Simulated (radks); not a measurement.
Q: All-electron atom: Bi XXXVII in [Kr] 4d10 4f1. Calculated with a radial shooting solver on a logarithmic mesh with Libxc functionals: non-relativistic Kohn-Sham, PBE, spin-polarised, spherical densities, point nucleus; open shells are filled with parallel spins first (spin-orbit coupling, left out, can overturn this in heavy ions); relativity is left out, which matters for an element this heavy. Some entries of the table are withheld. Estimate them.

orbital  occ.  eigenvalue (hartree)  r(max) (bohr)
1s down     1             -3030.011        0.01210
1s up       1             -3030.011        0.01210
2s up       1             -556.0222        0.06570
2s down     1             -556.0184        0.06570
2p up       3             -537.5600        0.05092
2p down     3             -537.5578        0.05092
3s up       1             -172.9386         0.1784
3s down     1             -172.8653         0.1783
3p up       3             -164.2811         0.1675
3p down     3             -164.2153         0.1675
3d up       5             -148.1829         0.1314
3d down     5             -148.1366         0.1314
4s up       1             -73.54761         0.3797
4s down     1             -73.47975         0.3798
4p up       3             -69.67020         0.3757
4p down     3             -69.60138         0.3757
4d up       5             -62.64012         0.3604
4d down     5             -62.56690         0.3605
4f up       1             -53.67730         0.2993
4f down     0             -53.58820         0.2995
5s up       0                   (1)            (2)
5s down     0                   (3)            (4)
5p up       0             -38.52770         0.7057
5p down     0             -38.49895         0.7060

A: 
(1) 5s up eigenvalue (hartree): -40.34115
(2) 5s up r(max) (bohr): 0.6985
(3) 5s down eigenvalue (hartree): -40.31233
(4) 5s down r(max) (bohr): 0.6988
